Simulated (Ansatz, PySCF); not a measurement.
SiH2Br2, SMILES Br[SiH2]Br. Atoms are numbered in the order given.

```xyz
5

Si     0.0000     0.0000    -0.9947
Br     1.8310     0.0000     0.2609
Br    -1.8310     0.0000     0.2609
H      0.0000     1.2322    -1.8212
H      0.0000    -1.2322    -1.8212
```
Charge 0, spin multiplicity 1.

Geometry optimised at r2SCAN-D4/def2-SVP.

Two levels are set side by side: PBE-D3(BJ)/def2-SVP (Ansatz, an electronic-structure program) and r2SCAN-D4/def2-SVP (Ansatz). Each level has its own optimised geometry; the coordinates shown are those of the second. Frequencies come from the Hessian of PySCF at each geometry. Differences are taken from unrounded values.

```csv
quantity,r2SCAN-D4,PBE-D3(BJ),PBE-D3(BJ) minus r2SCAN-D4
mean bond length (Å),1.852,1.864,0.012
bond Si1–Br2 (Å),2.220,2.232,0.012
bond Si1–Br3 (Å),2.220,2.232,0.012
bond Si1–H4 (Å),1.484,1.496,0.013
bond Si1–H5 (Å),1.484,1.496,0.013
highest harmonic wavenumber (cm⁻¹),2272,2208,-64
mean harmonic wavenumber (cm⁻¹),948,918,-31
zero-point energy (kcal/mol),12.20,11.81,-0.40
```
